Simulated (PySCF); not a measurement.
Vertical excitations of a molecule C₂H₅ClFNSi from TDDFT-PBE/def2-SVPD (PySCF), as energy in eV (oscillator strength): 5.03 (0.005), 5.89 (0.004), 6.20 (0.001), 6.37 (0.130), 6.60 (0.037), 6.73 (0.070), 6.84 (0.023), 7.08 (0.044), 7.12 (0.072), 7.23 (0.015). Lowest triplet (TDA): 4.34 eV. The structure is a stationary point at ωB97X-D3(BJ)/def2-SVP. Other conformers were not sampled.

**Question.** Which structure fits?
A. FC/N=C/[SiH2]Cl
B. C=C[Si](N)(F)Cl
C. C/C=N/[Si@@H](F)Cl
D. N[Si@H](Cl)/C=C/F

**Answer.** D, N[Si@H](Cl)/C=C/F
